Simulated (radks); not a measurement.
Valence configurations of B2+ (all share [He]). Calculated with a radial shooting solver on a logarithmic mesh with Libxc functionals: scalar-relativistic Kohn-Sham, PBE, spin-polarised, spherical densities, point nucleus; open shells are filled with parallel spins first. Energies are relative to 2s1; eigenvalues in eV for spin up.

valence,E (eV),moment (Bohr magnetons),e(2p),e(2s)
2s1,0.000,1,-,-32.666
2p1,6.058,1,-26.133,-
2s0.5 2p0.5,3.044,1,-26.350,-32.405

NIST lists [He] 2s1 as the ground configuration; this level of theory agrees among the configurations tried. The energies are those of spherical high-spin densities, not of single terms.
